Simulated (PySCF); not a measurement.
Mg(Me) (CH₃Mg), SMILES [Mg][CH3], multiplicity 2.

The structure is a stationary point at r2SCAN-D4/def2-TZVP. The spin state was assumed, not searched. The isomer is the one that the SMILES or the coordinates give; other isomers of the formula were not compared.

Two levels are set side by side: PBE/def2-TZVPD (PySCF) and ωB97X/def2-TZVPD (PySCF). Same geometry, gas phase. Differences are taken from unrounded values.

| quantity | ωB97X | PBE | PBE minus ωB97X |
|---|---|---|---|
| α-spin orbital gap (eV) | 7.26 | 2.47 | -4.80 |
| β-spin orbital gap (eV) | 8.15 | 3.23 | -4.92 |
| dipole moment (D) | 0.65 | 0.69 | 0.04 |
| mean polarisability (bohr³) | 80.6 | 82.6 | 2.0 |

Rough cost on one machine, each run with all the roots and properties that it gave: ωB97X against PBE within a factor of 2.
